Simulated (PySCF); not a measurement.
**Computed properties of BH5OSi, SMILES O([SiH3])B**

B(H)2(OSiH3) (BH5OSi), SMILES BO[SiH3]. The structure is a stationary point at r2SCAN-D4/def2-TZVP. The values are those of a single conformer. All values are computed for the isolated molecule unless a solvent is named; none is compared with measurement here.

**Structure.** The optimised structure has Cs symmetry. All 18 harmonic modes at r2SCAN-D4/def2-TZVP (PySCF) are real, so it is a minimum. With heavy atoms numbered as in [BH2:1][O:4][SiH3:5], the shortest bond between them is B1–O4 at 1.351 Å and the longest O4–Si5 at 1.659 Å.

**Vibrations.** The strongest infrared lines (harmonic, unscaled, degenerate partners summed) lie at 1380 cm⁻¹ (400 km/mol, B 50 %, O 33 %, H 17 %), 971 cm⁻¹ (281 km/mol, H 90 %, Si 9 %), 2621 cm⁻¹ (194 km/mol, H 88 %, B 12 %). The softest mode is at 97 cm⁻¹ and the zero-point energy is 31.8 kcal/mol.

**Electronic structure.** CAM-B3LYP/def2-TZVPD (PySCF) places the frontier levels at -9.99 and 0.28 eV, a gap of 10.27 eV, and gives a dipole moment of 0.98 D and a mean polarisability of 45.5 bohr³.

**Excitations.** TDA-B3LYP/def2-SVPD (PySCF) has S1 at 5.86 eV (212 nm, f = 0.000, dark); the most intense of the 10 singlets computed lies at 7.69 eV (f = 0.11). T1 (TDA) is at 5.32 eV, 0.54 eV under S1. No vertical singlet excitation falls in the visible range (under 3.1 eV).

**NMR.** GIAO shifts at HF/pcSseg-2 (PySCF) (non-relativistic, atoms alike by connectivity averaged): ¹H from 4.8 to 5.1 ppm against TMS; ²⁹Si at -35.4 ppm against TMS; ¹¹B at 37.7 ppm against BF3.
